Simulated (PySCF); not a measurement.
Cl₃Ti (SMILES [Cl][Ti+]([Cl])[Cl]), charge +1, singlet, at a GFN2-xTB geometry (such geometries of metal compounds can be far from the true shape) (the multiplicity is a formal guess), atoms displaced at random by about 0.03 Å a coordinate; B3LYP/STO-3G, gradient in PySCF.

The PySCF input:
```python
from pyscf import gto, scf, dft

mol = gto.M(
    atom='''
Ti    0.147778    0.511338    0.348699
Cl    1.826196   -0.411540   -0.482547
Cl   -0.775366   -1.052356    1.387665
Cl   -1.152567    0.738349   -1.344612
''',
    basis='sto-3g',
    charge=1,
    spin=0,
    verbose=4,
)

mf = dft.RKS(mol)
mf.xc = 'b3lyp'
mf.grids.level = 1
mf.kernel()
g = mf.nuc_grad_method()
g.grid_response = True
grad = g.kernel()
```

**Question.** What does PySCF print? Leave out banner, timings and long lists.

**Answer.** 
```
PySCF version 2.14.0

[INPUT] verbose = 4
[INPUT] num. atoms = 4
[INPUT] num. electrons = 72
[INPUT] charge = 1
[INPUT] spin (= nelec alpha-beta = 2S) = 0
[INPUT] symmetry False subgroup None
[INPUT] Mole.unit = angstrom
[INPUT] Symbol           X                Y                Z      unit          X                Y                Z       unit  Magmom
[INPUT]  1 Ti     0.147778000000   0.511338000000   0.348699000000 AA    0.279259947236   0.966288777083   0.658945609910 Bohr   0.0
[INPUT]  2 Cl     1.826196000000  -0.411540000000  -0.482547000000 AA    3.451010289776  -0.777697889304  -0.911881672230 Bohr   0.0
[INPUT]  3 Cl    -0.775366000000  -1.052356000000   1.387665000000 AA   -1.465229386300  -1.988664625543   2.622306802645 Bohr   0.0
[INPUT]  4 Cl    -1.152567000000   0.738349000000  -1.344612000000 AA   -2.178035970212   1.395277394346  -2.540948423804 Bohr   0.0

nuclear repulsion = 421.115649171248
number of shells = 23
number of NR pGTOs = 135
number of NR cGTOs = 45
basis = sto-3g
ecp = {}

******** <class 'pyscf.dft.rks.RKS'> ********
method = RKS
initial guess = minao
damping factor = 0
level_shift factor = 0
DIIS = <class 'pyscf.scf.diis.CDIIS'>
diis_start_cycle = 1
diis_space = 8
diis_damp = 0
SCF conv_tol = 1e-09
SCF conv_tol_grad = None
SCF max_cycles = 50
direct_scf = True
direct_scf_tol = 1e-13
XC library pyscf.dft.libxc version 7.1.2
    S. Lehtola, C. Steigemann, M. J. T. Oliveira, and M. A. L. Marques,  SoftwareX 7, 1–5 (2018)
XC functionals = b3lyp
    P. J. Stephens, F. J. Devlin, C. F. Chabalowski, and M. J. Frisch,  J. Phys. Chem. 98, 11623 (1994)
radial grids:
    Treutler-Ahlrichs [JCP 102, 346 (1995); DOI:10.1063/1.469408] (M4) radial grids

becke partition: Becke, JCP 88, 2547 (1988); DOI:10.1063/1.454033
pruning grids: <function nwchem_prune>
grids dens level: 1
symmetrized grids: False
atomic radii adjust function: <function treutler_atomic_radii_adjust>
small_rho_cutoff = 0
Set gradient conv threshold to 3.16228e-05
Initial guess from minao.
tot grids = 26400
init E= -2205.16479432783
  HOMO = -0.51344282281065  LUMO = -0.196354953252484  gap/eV = 8.62840
cycle= 1 E= -2205.99348852752  delta_E= -0.829  |g|= 0.711  |ddm|=    3
  HOMO = -0.511617735223407  LUMO = -0.446560214989276  gap/eV = 1.77031
cycle= 2 E= -2198.03726221779  delta_E= 7.96  |g|= 5.08  |ddm|= 6.07
  HOMO = -0.490856867441474  LUMO = -0.340689050339892  gap/eV = 4.08627
cycle= 3 E= -2206.22111801309  delta_E= -8.18  |g|= 0.273  |ddm|= 5.07
  HOMO = -0.487189172100048  LUMO = -0.32691383340744  gap/eV = 4.36131
cycle= 4 E= -2206.24250059436  delta_E= -0.0214  |g|= 0.0892  |ddm|= 0.301
  HOMO = -0.494851813089289  LUMO = -0.320894501962876  gap/eV = 4.73362
cycle= 5 E= -2206.24504861732  delta_E= -0.00255  |g|= 0.0385  |ddm|= 0.139
  HOMO = -0.495040192119618  LUMO = -0.317997586308611  gap/eV = 4.81757
cycle= 6 E= -2206.24556502692  delta_E= -0.000516  |g|= 0.014  |ddm|= 0.0524
  HOMO = -0.495529846081786  LUMO = -0.316543971046423  gap/eV = 4.87045
cycle= 7 E= -2206.24563819649  delta_E= -7.32e-05  |g|= 0.000124  |ddm|= 0.0199
  HOMO = -0.495482690945157  LUMO = -0.316543695841824  gap/eV = 4.86918
cycle= 8 E= -2206.24563820529  delta_E= -8.8e-09  |g|= 0.000165  |ddm|= 0.00065
  HOMO = -0.495478273440536  LUMO = -0.316556704420696  gap/eV = 4.86870
cycle= 9 E= -2206.24563821401  delta_E= -8.72e-09  |g|= 6.73e-05  |ddm|= 0.000227
  HOMO = -0.495475399560909  LUMO = -0.316565285376524  gap/eV = 4.86839
cycle= 10 E= -2206.2456382158  delta_E= -1.8e-09  |g|= 7.98e-07  |ddm|= 0.000107
  HOMO = -0.495475316179238  LUMO = -0.316565210934161  gap/eV = 4.86839
cycle= 11 E= -2206.24563821581  delta_E= -6.82e-12  |g|= 1.47e-07  |ddm|= 2.31e-06
  HOMO = -0.495475322658252  LUMO = -0.316565185977543  gap/eV = 4.86839
Extra cycle  E= -2206.24563821581  delta_E= 1.36e-12  |g|= 1.69e-07  |ddm|= 4.76e-07
converged SCF energy = -2206.24563821581

******** <class 'pyscf.grad.rks.Gradients'> for <class 'pyscf.dft.rks.RKS'> ********
unit = Eh/Bohr
grid_response = True
--------------- RKS gradients ---------------
         x                y                z
0 Ti     0.0222772617     0.0006992888     0.0257817028
1 Cl    -0.0258996116     0.0015651654     0.0047321049
2 Cl     0.0089451112     0.0088789257    -0.0210062749
3 Cl    -0.0053227613    -0.0111433799    -0.0095075328
----------------------------------------------
```
